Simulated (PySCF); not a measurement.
Field gradients at the hydrogen positions

C5H13FO2Si.
Z-matrix (Å and degrees, GFN2-xTB geometry), rows numbered from 1:
```
C 
C   1  1.5208
C   2  1.5233  1  111.42
F   3  1.4028  2  107.68  1  -169.86
Si  3  1.9170  2  116.58  1    70.67
O   5  1.6212  3  112.07  2   172.73
C   6  1.4029  5  129.94  3   -60.23
O   5  1.6139  3  104.76  2   -72.00
C   8  1.4011  5  127.81  3  -172.65
H   1  1.0875  2  110.44  3    61.61
H   1  1.0856  2  110.27  3   -57.96
H   1  1.0872  2  110.34  3  -178.45
H   2  1.0915  1  110.09  3   121.13
H   2  1.0937  1  109.85  3  -120.40
H   3  1.0970  2  109.28  1   -57.11
H   5  1.4670  3  109.71  2    49.80
H   7  1.0917  6  110.13  5   -77.71
H   7  1.0899  6  111.10  5    43.00
H   7  1.0903  6  107.73  5   163.06
H   9  1.0902  8  107.79  5   164.47
H   9  1.0899  8  110.89  5    44.44
H   9  1.0921  8  110.11  5   -76.20
```

Level: PBE0/pcSseg-1 (PySCF, non-relativistic); Q(2H) = 0.00286 b; rigid geometry, the same for H and D, with no vibrational averaging.

Question: Rank these positions by the coupling χzz of a deuteron there, largest first.
A. H10 (methyl hydrogen)
B. H15 (methine hydrogen)
C. H16 (Si–H hydrogen)
D. H20 (methyl hydrogen)

Answer: A (212 kHz), D (203 kHz), B (194 kHz), C (105 kHz).

Question: Give the electric field gradient Vzz (the principal value of largest size), its asymmetry and the 2H coupling at each hydrogen.

Answer: 
```json
{"atom": "H10", "bonded to": "C1", "bond length (Å)": "1.087", "Vzz (au)": "0.3154", "η": "0.03", "χzz (kHz)": "212"}
{"atom": "H11", "bonded to": "C1", "bond length (Å)": "1.086", "Vzz (au)": "0.3104", "η": "0.04", "χzz (kHz)": "209"}
{"atom": "H12", "bonded to": "C1", "bond length (Å)": "1.087", "Vzz (au)": "0.3171", "η": "0.02", "χzz (kHz)": "213"}
{"atom": "H13", "bonded to": "C2", "bond length (Å)": "1.092", "Vzz (au)": "0.3032", "η": "0.02", "χzz (kHz)": "204"}
{"atom": "H14", "bonded to": "C2", "bond length (Å)": "1.094", "Vzz (au)": "0.2998", "η": "0.02", "χzz (kHz)": "201"}
{"atom": "H15", "bonded to": "C3", "bond length (Å)": "1.097", "Vzz (au)": "0.2890", "η": "0.09", "χzz (kHz)": "194"}
{"atom": "H16", "bonded to": "Si5", "bond length (Å)": "1.467", "Vzz (au)": "0.1556", "η": "0.01", "χzz (kHz)": "105"}
{"atom": "H17", "bonded to": "C7", "bond length (Å)": "1.092", "Vzz (au)": "0.2995", "η": "0.08", "χzz (kHz)": "201"}
{"atom": "H18", "bonded to": "C7", "bond length (Å)": "1.090", "Vzz (au)": "0.2947", "η": "0.08", "χzz (kHz)": "198"}
{"atom": "H19", "bonded to": "C7", "bond length (Å)": "1.090", "Vzz (au)": "0.3023", "η": "0.07", "χzz (kHz)": "203"}
{"atom": "H20", "bonded to": "C9", "bond length (Å)": "1.090", "Vzz (au)": "0.3023", "η": "0.07", "χzz (kHz)": "203"}
{"atom": "H21", "bonded to": "C9", "bond length (Å)": "1.090", "Vzz (au)": "0.2988", "η": "0.08", "χzz (kHz)": "201"}
{"atom": "H22", "bonded to": "C9", "bond length (Å)": "1.092", "Vzz (au)": "0.2984", "η": "0.08", "χzz (kHz)": "201"}
```

Question: Average by the element that carries the hydrogen.

Answer: on C: 203 kHz over 12 positions, mean bond length 1.091 Å; on Si: 105 kHz over 1 position, mean bond length 1.467 Å.

Question: How does χzz go with the bond length over the 12 C–H bonds?

Answer: A straight-line fit has a slope of -14.8 kHz for each 0.01 Å, with a correlation coefficient of -0.82, over lengths from 1.086 to 1.097 Å. The longer bonds have the smaller couplings here.

Question: A static deuteron (I = 1) shows a doublet split by (3/2)χ, (3/4)χ(1 + η) and (3/4)χ(1 − η) with the field along z, y and x of the gradient. What are these for H10?

Answer: With |χ| = 211.9 kHz and η = 0.029: 318, 164 and 154 kHz, to first order and without motion.

One conformer (not necessarily the lowest) at the GFN2-xTB geometry, without solvent, vibrations or thermal averaging. GFN2-xTB bond lengths can be off by several hundredths of an ångström, more for odd bonds, and the gradients follow them. With so small a basis the couplings can be 20 % off.
